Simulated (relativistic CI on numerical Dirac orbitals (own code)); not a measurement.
**d1 to d9 in one octahedral field**

Computed with a parametric ligand-field model without spin-orbit coupling, by exact diagonalisation: B = 610, C = 2910, 10Dq = 11600 cm⁻¹ (Oh; |10Dq|/B = 19.0) for every shell. Energies in cm⁻¹; the field energy is (0.6 n_e − 0.4 n_t2) × 10Dq of the ground term; g labels are left out.

| Shell | Ground term | Electrons in e | Field energy | First spin-allowed bands | Lowest term of other spin |
| --- | --- | --- | --- | --- | --- |
| d1 | 2T2 | 0.000 | -4640 | 2E 11600 |  |
| d2 | 3T1 | 0.040 | -8812 | 3T2 10521, 3T1 18592 | 1T2 9839 |
| d3 | 4A2 | 0.000 | -13920 | 4T2 11600, 4T1 17208 | 2E 13116 |
| d4 | 5E | 1.000 | -6960 | 5T2 11600 | 3T1 5267 |
| d5 | 6A1 | 2.000 | 0 | none | 4T1 11350 |
| d6 | 5T2 | 2.000 | -4640 | 5E 11600 | 1A1 1042 |
| d7 | ? | ? | ? | ? | ? |
| d8 | 3A2 | 2.000 | -13920 | 3T2 11600, 3T1 17208 | 1E 10514 |
| d9 | 2E | 3.000 | -6960 | 2T2 11600 |  |

Q: Fill in the row of d7.

A: Ground term: 4T1; Electrons in e: 2.040; Field energy: -8812; First spin-allowed bands: 4T2 10521, 4T1 18592; Lowest term of other spin: 2E 1884. Every shell keeps the spin of the free ion. Only d4 to d7 can choose; the field needed to pair spins is smallest for d6 and largest for d5, which loses most exchange energy. In the strong-field picture 10Dq must exceed about 6B + 5C = 18210 (d4), 7.5B + 5C = 19125 (d5), 2.5B + 4C = 13165 (d6) and 4B + 4C = 14080 (d7); mixing of terms shifts these bounds somewhat. High-spin d^(n+5) repeats the spin-allowed bands of d^n, since the half-filled shell is spherical.
